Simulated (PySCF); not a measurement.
## Spin states of KTe⁺

Unrestricted PBE0; basis K def2-SVP, Te def2-SVP with ECP28; scalar-relativistic core potentials; PySCF 2.14. Outer shells of the fragments: K+ closed shells only; Te 4d10 5s2 5p4.

Followed along the bond (rough minima from three points):

```json
{"2Ms+1": "3", "unpaired": "π ↑↑", "⟨S²⟩ at the start": "2.00", "R at minimum (Å)": "3.69", "Te (eV)": "0.00"}
{"2Ms+1": "1", "unpaired": "π ↑↓", "⟨S²⟩ at the start": "1.01", "R at minimum (Å)": "3.69", "Te (eV)": "0.37"}
{"2Ms+1": "3", "unpaired": "σ ↑, π ↑", "⟨S²⟩ at the start": "2.00", "R at minimum (Å)": "4.00", "Te (eV)": "0.40"}
{"2Ms+1": "1", "unpaired": "σ ↓, π ↑", "⟨S²⟩ at the start": "1.01", "R at minimum (Å)": "4.01", "Te (eV)": "0.75"}
{"2Ms+1": "1", "unpaired": "none", "⟨S²⟩ at the start": "0.00", "R at minimum (Å)": "3.67", "Te (eV)": "1.47"}
```

Solutions found at the starting distance of 3.365 Å, counted from the lowest of them; the search is not exhaustive and high or unbound solutions are not listed, so other states can lie among these:

```csv
2Ms+1,unpaired,term,E (eV),⟨S²⟩,⟨Lz²⟩,μ (D)
3,π ↑↑,³Σ⁻,0.00,2.00,0.00,-10.40
1,π ↑↓,mixed,0.37,1.01,2.01,-10.39
3,"σ ↑, π ↑",³Π,0.42,2.00,1.01,-10.71
1,"σ ↓, π ↑",mixed,0.78,1.01,1.01,-10.69
1,none,mixed,1.47,0.00,2.00,-10.34
3,"σ ↑↑, π ↑↓",mixed,6.12,3.01,2.01,0.06
1,"σ ↓↓, π ↑↑",mixed,6.16,2.01,0.00,0.28
3,"σ ↑, π ↑",³Π,7.09,2.00,1.00,0.10
1,"σ ↓, π ↑",mixed,7.14,1.00,1.00,0.34
3,"σ ↑, π ↑↑↓",mixed,7.45,3.01,3.01,0.42
```

A term symbol is given only where ⟨S²⟩ and ⟨Lz²⟩ are close to those of a pure state; real π, δ and φ orbitals otherwise mix terms. A positive dipole points towards Te; it is taken about the centre of mass and depends on that origin.

Spin–orbit coupling is left out. Counting both spins, an empty level lies below a filled one in some of these solutions, because spin and occupation are held.
